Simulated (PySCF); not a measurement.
# Group charges in `Cc1nn(C(C)(C)C)cp1`

Species: C7H13N2P.
Atom-mapped SMILES: `[CH3:1][c:2]1[n:3][n:4]([C:5]([CH3:6])([CH3:7])[CH3:8])[cH:9][p:10]1` (hydrogens: H11, H12, H13 on C1; H14, H15, H16 on C6; H17, H18, H19 on C7; H20, H21, H22 on C8; H23 on C9)

Structure used (GFN2-xTB), in Å, numbered top down from 1:
```
atom  x, y, z in Å
C1     3.5821   -0.7669    0.3026
C2     2.3612    0.0815    0.1934
N3     1.1837   -0.4829    0.1251
N4     0.2217    0.4158    0.0323
C5    -1.1719   -0.0135   -0.0558
C6    -1.9425    0.5587    1.1380
C7    -1.7618    0.4893   -1.3771
C8    -1.2145   -1.5393   -0.0167
C9     0.6277    1.6961    0.0270
P10    2.3360    1.8535    0.1445
H11    4.2497   -0.5821   -0.5380
H12    3.2945   -1.8153    0.3095
H13    4.1250   -0.5364    1.2185
H14   -1.9402    1.6457    1.1255
H15   -2.9740    0.2176    1.1100
H16   -1.4912    0.2240    2.0693
H17   -2.7876    0.1453   -1.4789
H18   -1.7578    1.5754   -1.4235
H19   -1.1825    0.1065   -2.2145
H20   -0.7755   -1.9062    0.9063
H21   -2.2452   -1.8776   -0.0802
H22   -0.6518   -1.9548   -0.8475
H23   -0.0900    2.4925   -0.0457
```

Atomic charges (e) from the PBE0/pcSseg-1 density (PySCF):

| atom | Mulliken | IAO | Hirshfeld | ESP-fitted |
| --- | --- | --- | --- | --- |
| C1 | -0.1641 | -0.4295 | -0.1257 | -0.4447 |
| C2 | -0.2824 | -0.0994 | -0.0176 | +0.4331 |
| N3 | -0.2023 | -0.2375 | -0.1078 | -0.4989 |
| N4 | -0.3348 | +0.0582 | +0.0555 | +0.1343 |
| C5 | -0.3524 | +0.1473 | +0.0791 | +0.7234 |
| C6 | -0.1378 | -0.4209 | -0.1200 | -0.5274 |
| C7 | -0.1377 | -0.4209 | -0.1201 | -0.5331 |
| C8 | -0.1372 | -0.4164 | -0.1260 | -0.6073 |
| C9 | -0.1194 | -0.3270 | -0.0762 | -0.2961 |
| P10 | +0.2950 | +0.1986 | -0.0112 | -0.2231 |
| H11 | +0.1307 | +0.1549 | +0.0455 | +0.1350 |
| H12 | +0.1231 | +0.1588 | +0.0454 | +0.1225 |
| H13 | +0.1308 | +0.1549 | +0.0456 | +0.1355 |
| H14 | +0.1095 | +0.1384 | +0.0399 | +0.1026 |
| H15 | +0.1153 | +0.1450 | +0.0471 | +0.1344 |
| H16 | +0.1252 | +0.1499 | +0.0440 | +0.1376 |
| H17 | +0.1153 | +0.1450 | +0.0470 | +0.1368 |
| H18 | +0.1095 | +0.1384 | +0.0399 | +0.1043 |
| H19 | +0.1252 | +0.1500 | +0.0440 | +0.1385 |
| H20 | +0.1265 | +0.1553 | +0.0384 | +0.1572 |
| H21 | +0.1174 | +0.1371 | +0.0431 | +0.1398 |
| H22 | +0.1264 | +0.1552 | +0.0384 | +0.1567 |
| H23 | +0.1182 | +0.1643 | +0.0524 | +0.2391 |

Task: Cut each of the bonds C1–C2, N4–C5 and C6–C5 in turn and sum the charges on the side of the atom named first.

Result: In e; the other side holds the opposite charge:

```json
{"bond cut": "C1–C2", "piece": "CH3", "atoms": "4", "Mulliken": "+0.221", "IAO": "+0.039", "Hirshfeld": "+0.011", "ESP-fitted": "-0.052"}
{"bond cut": "N4–C5", "piece": "C3H4N2P", "atoms": "10", "Mulliken": "-0.305", "IAO": "-0.204", "Hirshfeld": "-0.094", "ESP-fitted": "-0.263"}
{"bond cut": "C6–C5", "piece": "CH3", "atoms": "4", "Mulliken": "+0.212", "IAO": "+0.012", "Hirshfeld": "+0.011", "ESP-fitted": "-0.153"}
```

Extremes among these pieces. Mulliken: lowest C3H4N2P at N4, highest CH3 at C1; IAO: lowest C3H4N2P at N4, highest CH3 at C1; Hirshfeld: lowest C3H4N2P at N4, highest CH3 at C1 and CH3 at C6; ESP-fitted: lowest C3H4N2P at N4, highest CH3 at C1.

Task: Do the schemes agree better on the pieces than on the single atoms at the cuts?

Result: The spread between schemes averages 0.283 e for the pieces and 0.399 e for the atoms named first; it is smaller for the piece at 3 of the 3 cuts. On average they agree better on the pieces. The sign differs between schemes (beyond ±0.03 e) for CH3 at C1 and CH3 at C6.

Geometry: GFN2-xTB; no solvent, vibrations or thermal averaging.
